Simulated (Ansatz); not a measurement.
`[CH3][SnH]([F])[I]` + H–F → `[F][SnH]([F])[I]` + CH₄ at 400 K and 1 bar (ligand exchange at the Sn–C bond).

Isolated molecules relaxed with PBE0-D4/def2-TZVP in Ansatz; ΔE leaves out vibrations. CCSD(T)/CBS adds triple-zeta CCSD(T) − MP2 to the extrapolated MP2 energy (def2 sets, frozen cores). This one scheme is used for every species. Elements past krypton have def2 core potentials. For I, Sn outer-core shells are correlated without core-valence functions, which leaves a few kJ/mol of doubt a bond.

```
             species  CCSD(T)/CBS energy (Eh)  H − E (kJ/mol)  S (J/(mol·K))
`[CH3][SnH]([F])[I]`               -651.80248           151.6          407.3
                 H–F               -100.39570            36.5          182.2
  `[F][SnH]([F])[I]`               -711.75729            57.0          377.8
                 CH₄                -40.46206           131.3          197.2
```

H − E and S are ideal-gas, rigid-rotor, harmonic terms from PBE0-D4/def2-TZVP, for one conformer and one mirror image of each species. 1 Eh = 2625.50 kJ/mol, R = 8.31446 J/(mol·K).

Q: By hand: ΔE, ΔH, ΔS and ΔG.

A: ΔE = (-711.75729) + (-40.46206) − (-651.80248) − (-100.39570) = -0.02117 Eh = -55.6 kJ/mol. Δ(H − E) = 57.0 + 131.3 − 151.6 − 36.5 = 0.2, so ΔH = -55.4 kJ/mol. ΔS = 377.8 + 197.2 − 407.3 − 182.2 = -14.5 J/(mol·K). ΔG = -55.4 − 400 × (-14.5)/1000 = -49.6 kJ/mol.

Q: By hand: the equilibrium constant, and the temperature at which ΔG would vanish if ΔH and ΔS stayed fixed.

A: log₁₀ K = −ΔG/(RT ln 10) = 6.5. ΔG = 0 at ΔH/ΔS = 3821 K, far beyond where these terms or the molecules hold.

The number of gas molecules stays the same, so ΔS is small and ΔH decides. A doubt of 5 kJ/mol in ΔE shifts log₁₀ K by 0.7 here. Other conformers and mirror images would add mixing entropy, several J/(mol·K) or more a flexible species. These are equilibria of isolated gas molecules and say nothing of rates. Largest T1 diagnostic: 0.013 (customary marks: 0.02 for closed shells, 0.045 for open ones).
